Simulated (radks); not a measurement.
Results of a calculation; reference values are marked as such.
Question: Species: Fe+. Configuration: [Ar] 3d6 4s1. Code: a radial shooting solver on a logarithmic mesh with Libxc functionals. Model: scalar-relativistic Kohn-Sham, SCAN, spin-polarised, spherical densities, finite nucleus; open shells are filled with parallel spins first; meta-GGA in the generalised Kohn-Sham scheme; Fermi nuclear charge, rms radius 3.7377 fm. Some entries of the table are withheld. Estimate them.

orbital,occ.,eigenvalue (hartree),<1/r> (bohr^-1)
1s up,1,-258.4009,25.97
1s down,1,-258.3991,25.97
2s up,1,-30.80709,5.572
2s down,1,-30.71115,5.584
2p up,3,-26.22950,5.451
2p down,3,-26.15719,5.462
3s up,1,(1),1.749
3s down,1,(2),1.736
3p up,3,-2.66597,1.606
3p down,3,-2.46106,1.593
3d up,5,-0.65619,1.230
4s up,1,-0.49450,0.4983
3d down,1,-0.45644,1.191

Answer: 
(1) 3s up eigenvalue (hartree): -3.96868
(2) 3s down eigenvalue (hartree): -3.76231
